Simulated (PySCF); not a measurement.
## Why did this PySCF run fail?

```python
from pyscf import gto, dft

mol = gto.M(
    atom='K 0 0 0; Sb 0 0 3.31',
    basis='sbkjc',
    ecp={'K': 'sbkjc', 'Sb': 'sbkjc'},
    charge=0,
    spin=2,
    symmetry=True,
    verbose=4,
)
mf = dft.UKS(mol, xc='r2scan')
mf.level_shift = 5.0
mf.kernel()
mf.dip_moment()
print('orbital energies (hartree):', [e[max(0, n-3):n+3].round(4) for e, n in zip(mf.mo_energy, mol.nelec)])
```

```bash
$ OMP_NUM_THREADS=1 python input.py
```

The log, shortened:

```
[earlier lines left out]
small_rho_cutoff = 0
Freeze 0 electrons in irreps []
    6 free electrons in irreps A1 E1x E1y
Set gradient conv threshold to 3.16228e-05
tot grids = 42000
init E= -5.4267782297169

cycle= 1 E= -5.51880964162084  delta_E= -0.092  |g|= 0.199  |ddm|= 1.33
cycle= 2 E= -5.53152905133559  delta_E= -0.0127  |g|= 0.171  |ddm|= 0.122
cycle= 3 E= -5.54107510454409  delta_E= -0.00955  |g|= 0.151  |ddm|= 0.0943
cycle= 4 E= -5.5487021349726  delta_E= -0.00763  |g|= 0.136  |ddm|= 0.0779
cycle= 5 E= -5.55481959476646  delta_E= -0.00612  |g|= 0.124  |ddm|= 0.0637
cycle= 6 E= -5.5599731239004  delta_E= -0.00515  |g|= 0.113  |ddm|= 0.0565
cycle= 7 E= -5.56420486436327  delta_E= -0.00423  |g|= 0.105  |ddm|= 0.0482
cycle= 8 E= -5.56784418173443  delta_E= -0.00364  |g|= 0.0979  |ddm|= 0.0434
cycle= 9 E= -5.57110273172139  delta_E= -0.00326  |g|= 0.0911  |ddm|= 0.0408
cycle= 10 E= -5.57393646770669  delta_E= -0.00283  |g|= 0.0849  |ddm|= 0.0372
[30 cycles left out]
cycle= 41 E= -5.59627115334628  delta_E= -0.000138  |g|= 0.0175  |ddm|= 0.00611
cycle= 42 E= -5.59640113097127  delta_E= -0.00013  |g|= 0.0169  |ddm|= 0.00597
cycle= 43 E= -5.59652117011664  delta_E= -0.00012  |g|= 0.0164  |ddm|= 0.00553
cycle= 44 E= -5.59663314400531  delta_E= -0.000112  |g|= 0.0159  |ddm|= 0.00528
cycle= 45 E= -5.59673890565704  delta_E= -0.000106  |g|= 0.0155  |ddm|= 0.0054
cycle= 46 E= -5.59684021299929  delta_E= -0.000101  |g|= 0.015  |ddm|= 0.00542
cycle= 47 E= -5.59693894718961  delta_E= -9.87e-05  |g|= 0.0146  |ddm|= 0.00527
cycle= 48 E= -5.59703181827693  delta_E= -9.29e-05  |g|= 0.0142  |ddm|= 0.00515
cycle= 49 E= -5.59711840318113  delta_E= -8.66e-05  |g|= 0.0138  |ddm|= 0.00488
cycle= 50 E= -5.59719982675363  delta_E= -8.14e-05  |g|= 0.0134  |ddm|= 0.00467
SCF not converged.
SCF energy = -5.59719982675363 after 50 cycles  <S^2> = 2.0210709  2S+1 = 3.0140145
Dipole moment(X, Y, Z, Debye):  0.00000,  0.00000, -8.58029
orbital energies (hartree): [array([-0.1583, -0.1583, -0.1418,  4.9556,  4.9618,  5.0224]), array([-0.3731, -0.1137,  4.9248,  4.9248,  4.9343])]
```

**Question.** Which setting is at fault, why, and what does a mended input give?

**Answer.** The level shift (hartree) (5): a shift this large makes the steps tiny. With this edit
```diff
- mf.level_shift = 5.0
```
the run finishes: E(SCF) = -5.599114 Eh, 10 cycles, ⟨S²⟩ = 2.100, μz(SCF) = -9.40 D.

The bond length is a typed value, not an optimised one. No search for the lowest solution was made.
